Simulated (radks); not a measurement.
Values are calculated unless marked as measured or tabulated.
All-electron atom: Pr II in [Xe] 4f3 6s1.

Level of theory: scalar-relativistic Kohn-Sham, Wu-Cohen GGA, spin-unpolarised, spherical densities, finite nucleus; Fermi nuclear charge, rms radius 4.8919 fm (a radial shooting solver on a logarithmic mesh with Libxc functionals).

Energy parts (hartree):
| part | energy |
|---|---|
| total | -9235.7698 |
| kinetic | 9807.9470 |
| electron-nucleus | -22395.1538 |
| Hartree | 3566.1668 |
| exchange-correlation | -214.7298 |

Orbitals (lengths in bohr, moments of r in powers of bohr; <r^-3> diverges for s and p1/2):
orbital  occ.  eigenvalue (hartree)  <r^-3>
1s          2             -1536.615       -
2s          2             -247.3852       -
2p          6             -221.4271    8483
3s          2             -53.53047       -
3p          6             -45.30586    1713
3d         10             -33.74213   234.3
4s          2             -10.80413       -
4p          6              -8.11652   370.1
4d         10              -4.27127   41.50
4f          3              -0.25981   4.277
5s          2              -1.65082       -
5p          6              -1.00480   50.25
6s          1              -0.29486       -

The highest occupied level is 4f at -7.070 eV. The electron density at the nucleus is 4.333e+05 e/bohr^3 (large components only). For comparison, the ionisation energy in NIST's Atomic Spectra Database is 10.63 eV (semi-empirical). In exact Kohn-Sham theory the highest level is minus the ionisation energy, but local and semilocal functionals leave it too shallow, through self-interaction and a potential that decays too fast; potentials with the right tail come closer. The density falls to 0.001 e/bohr^3 at r = 4.63 bohr.

Beside tabulated values, note that spin-unpolarised runs miss the spin-polarisation part of the exchange energy of open shells.
